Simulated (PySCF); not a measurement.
Species: C6H12NP.
Atom-mapped SMILES: `[CH3:1]/[CH:2]=[P:3]/[N:4]1[CH2:5][CH2:6][CH2:7][CH2:8]1`

Geometry (GFN2-xTB, Å), atoms numbered from 1 in this order:
```
atom  x, y, z in Å
C1     3.7279   -0.3696   -0.3037
C2     2.2473   -0.2826   -0.4841
P3     1.3459    0.9131    0.2676
N4    -0.2426    0.6090   -0.1972
C5    -0.7735   -0.6615   -0.6637
C6    -2.2703   -0.6279   -0.3327
C7    -2.3673    0.4218    0.7729
C8    -1.3241    1.4334    0.3137
H9     4.2370   -0.3298   -1.2683
H10    4.0910    0.4485    0.3139
H11    4.0078   -1.3121    0.1713
H12    1.7987   -1.0495   -1.0998
H13   -0.6010   -0.7827   -1.7380
H14   -0.2694   -1.4843   -0.1428
H15   -2.8391   -0.2977   -1.2027
H16   -2.6408   -1.6037   -0.0254
H17   -2.0708   -0.0080    1.7310
H18   -3.3625    0.8509    0.8653
H19   -0.9666    2.0910    1.1065
H20   -1.7329    2.0523   -0.4965
```

Definitions: NICS(0) = −σiso at the ring centroid; NICS(1) = −σiso and NICS(1)zz = −σzz at ±1 Å along the ring normal z. Level: GIAO PBE0/pcSseg-1 (PySCF, non-relativistic, gas phase) on the GFN2-xTB geometry, one conformer.

Ring bond lengths (Å), with Mayer bond orders in brackets: N4–C5 1.454 (0.89), C5–C6 1.533 (1.03), C6–C7 1.528 (1.04), C7–C8 1.524 (1.02), C8–N4 1.453 (0.92).

Question: What do the NICS probes read (ppm)?

Answer: 
| ring | type | NICS(0) | NICS(1), two faces | NICS(1)zz, two faces | rms pucker (Å) | centre to ring atoms, mean (Å) |
| --- | --- | --- | --- | --- | --- | --- |
| N4–C5–C6–C7–C8 | 5-membered ring with N; formal bonds all single | -6.9 | -3.1 / -4.3 | -4.3 / -4.0 | 0.18 | 1.25 |

Question: What can be read from them?

Answer: 
- N4–C5–C6–C7–C8: mean NICS(1)zz -4.2 ppm, shielded. C5, C6, C7, C8 have four or more neighbours, so the value isn't read as a sign of a π ring current.

Question: At the second NICS(1) probe listed for ring N4–C5–C6–C7–C8, 1 Å off the ring, what do the in-plane components average?

Answer: The isotropic value is a third of the trace: (3 × -4.3 − (-4.0))/2 = -4.4 ppm.
